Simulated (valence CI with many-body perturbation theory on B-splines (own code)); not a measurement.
Hg LVIII: magnetic and hyperfine properties of the levels

Computed by valence CI with perturbative core correlation (CI+MBPT): five valence electrons over a frozen Dirac-Fock core [Ar], radial functions for each j: 7 s, 7 p, 8 d, 6 f, 4 g, 1 h, with the one-electron correlation potential Σ1, the two-electron term Σ2, the three-electron term Σ3, Breit, model QED; selected CI, second order for the rest (own B-spline code, finite nucleus).

The last digits are not significant, and no measured levels were compared; by estimate large intervals hold to a few tenths of a per cent, small ones and those within an open d or f shell to about a per cent. The list stops below the first excitations out of the core. Only levels of the ground parity were solved; by the run's estimate the other parity begins above the list, which can be wrong where configurations are misplaced.

A/g_I is the dipole constant over the nuclear g factor μ/I (μ in nuclear magnetons, uniformly magnetised nucleus), B/Q the quadrupole constant per barn. Both hold the static response of the core; the bare values leave it out. Large factors of s and p1/2 electrons are usually good to 5 to 10 %; those of open d and f shells near neutrality can be off by tens of per cent, and small factors of p3/2, d and f electrons come from cancelling terms and can be off by a factor of two or in sign, in half-filled shells by more. B is blank for J = 1/2, where it vanishes, and for nearly pure S terms. Energies count from the lowest level.

Levels are named by their leading jj configuration (3d3/2^4 stands for four electrons in 3d with j = 3/2), which in mixed levels can hold well under half, so a name can repeat and another be missing. Letters in brackets count levels of one name in rising energy.

```tsv
Level	E (cm⁻¹)	g	A/g_I (MHz)	A/g_I bare	B/Q (MHz/b)	B/Q bare
(3d3/2^4 3d5/2) J=5/2	0	1.250	49100	50300	95800	96400
(3d3/2^3 3d5/2^2) J=5/2 [a]	718660	1.323	29000	30400	33600	33700
(3d3/2^3 3d5/2^2) J=7/2 [a]	818950	1.158	57400	58200	102000	103000
(3d3/2^3 3d5/2^2) J=11/2	827510	1.091	74700	75200	-5240	-5540
(3d3/2^3 3d5/2^2) J=3/2 [a]	838230	1.129	74500	75300	83900	84600
(3d3/2^3 3d5/2^2) J=9/2	881000	1.125	66400	67100	105000	105000
(3d3/2^3 3d5/2^2) J=5/2 [b]	917560	1.123	68400	69100	-8430	-8450
(3d3/2^3 3d5/2^2) J=7/2 [b]	955330	1.063	81300	81800	-113000	-114000
(3d3/2^3 3d5/2^2) J=1/2	957540	1.754	-39200	-36100		
(3d3/2^3 3d5/2^2) J=3/2 [b]	1119300	0.800	129000	128000	-112000	-113000
(3d3/2^2 3d5/2^3) J=5/2 [a]	1527100	1.319	21000	22400	4790	4840
(3d3/2^2 3d5/2^3) J=7/2 [a]	1606200	1.205	48600	49600	-3460	-3500
(3d3/2^2 3d5/2^3) J=11/2	1606500	1.087	72600	73100	1360	1380
(3d3/2^2 3d5/2^3) J=9/2 [a]	1625500	1.137	62600	63300	-8150	-8230
(3d3/2^2 3d5/2^3) J=13/2	1649100	1.063	78300	78800	-73.8	-64.0
(3d3/2^2 3d5/2^3) J=1/2 [a]	1675000	0.423	213000	211000		
(3d3/2^2 3d5/2^3) J=3/2 [a]	1684800	1.156	60700	61500	2060	2060
(3d3/2^2 3d5/2^3) J=5/2 [b]	1692300	1.019	86700	87000	-7820	-7860
(3d3/2^2 3d5/2^3) J=9/2 [b]	1738200	1.093	71900	72400	2010	2030
(3d3/2^2 3d5/2^3) J=7/2 [b]	1759600	0.977	96300	96400	-2020	-2050
(3d3/2^2 3d5/2^3) J=3/2 [b]	1781700	0.855	120000	119000	7080	7180
(3d3/2^2 3d5/2^3) J=5/2 [c]	1782300	1.046	81200	81600	7610	7640
(3d3/2^2 3d5/2^3) J=7/2 [c]	1839200	1.024	87000	87300	2070	2080
(3d3/2^2 3d5/2^3) J=1/2 [b]	1841000	1.742	-54700	-51700		
(3d3/2^2 3d5/2^3) J=9/2 [c]	1918500	1.101	70300	70900	25600	25900
(3d3/2^2 3d5/2^3) J=3/2 [c]	2057100	1.174	56400	57300	-21500	-21700
(3d3/2^2 3d5/2^3) J=5/2 [d]	2095300	1.171	56200	57100	19200	19400
```

Problem. Take the isotope of mass number 199, with I = 1/2, μ = 0.5039 μN. What is the hyperfine structure of (3d3/2^4 3d5/2) J=5/2?

Solution. From the table A = 49500 MHz. Shifts from the centre of gravity in MHz: F = 2: -86600, F = 3: 61900.
